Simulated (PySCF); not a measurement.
## Ionising KTe

PBE0; PySCF, scalar-relativistic core potentials, basis sets K def2-SVP, Te def2-SVP with ECP28. Neutral (UKS): doublet (π ↑), Re = 3.180 Å, ωe = 167 cm⁻¹, De = 2.18 eV, HOMO -4.17 eV, LUMO -2.22 eV.

KTe⁺ (UKS): triplet (π ↑↑), Re = 3.674 Å, ωe = 83.8 cm⁻¹, De = 0.43 eV to K⁺ + Te. The energies at the minima are -867.72789 hartree for KTe and -867.50344 for KTe⁺.

Work out the adiabatic ionisation energy, without and with harmonic zero-point energies (1 hartree = 27.2114 eV, 1 eV = 8065.5 cm⁻¹), and the change of the bond length.

At PBE0: 0.22445 hartree = 6.108 eV between the minima; the zero-point term (83.8 − 167.0)/2 cm⁻¹ = -0.005 eV makes it 6.102 eV. Re changes by +49.4 pm against the neutral. The electron leaves a π orbital, and the ion is left as a loose complex of an ion and an atom.

Weak bonds: KTe⁺. Basis-set superposition, not corrected here, can be much of De in a small basis, most of all at correlated wavefunction levels. These are scalar-relativistic numbers at best; spin–orbit coupling would shift them, the dissociation energy most. For an ion De counts to the pair picked by the measured ionisation energies or electron affinities, which need not be the lowest pair at this level. States were picked by a PBE0 search and need not be the measured ground states.
